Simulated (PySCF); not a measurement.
A structure optimised at ωB97X-D3(BJ)/def2-TZVP, used in a PySCF frequency run:

```xyz
6

C      0.0000     0.0000     1.3365
C      0.0000     0.0000     0.1186
C      0.0000     0.0000    -1.2540
H      0.0000     0.0000     2.4018
H      0.0000    -0.9325    -1.8038
H      0.0000     0.9325    -1.8038
```
Charge 0, spin multiplicity 2.

### Question
Write its SMILES, formula and point group.

### Answer
C#C[CH2], C3H3, C2v

### Question
What are its rotational constants (standard atomic weights)?

### Answer
288.28, 9.5628, 9.2557 GHz
